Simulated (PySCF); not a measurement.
C4H6ClF, SMILES CC/C(Cl)=C\F. Geometry: r2SCAN-D4/def2-SVP. The structure was generated by enumeration; whether it is a known compound was not checked. Other conformers were not sampled.

Computed equilibrium geometry at r2SCAN-D4/def2-SVP (PySCF confirms it by a frequency run) as a Z-matrix (one conformer of several):
```
C
H 1 1.1018
H 1 1.1051 2 106.97
C 1 1.4945 2 107.28 3 116.13
C 4 1.3397 1 125.92 2 6.94
F 5 1.3402 4 120.80 1 -0.63
H 5 1.0931 4 125.28 1 179.78
C 1 1.5296 2 110.60 3 -119.44
H 8 1.1004 1 110.57 2 60.41
H 8 1.1005 9 108.11 1 -121.54
H 8 1.1010 9 108.23 10 -116.72
Cl 4 1.7480 5 117.41 7 0.61
```
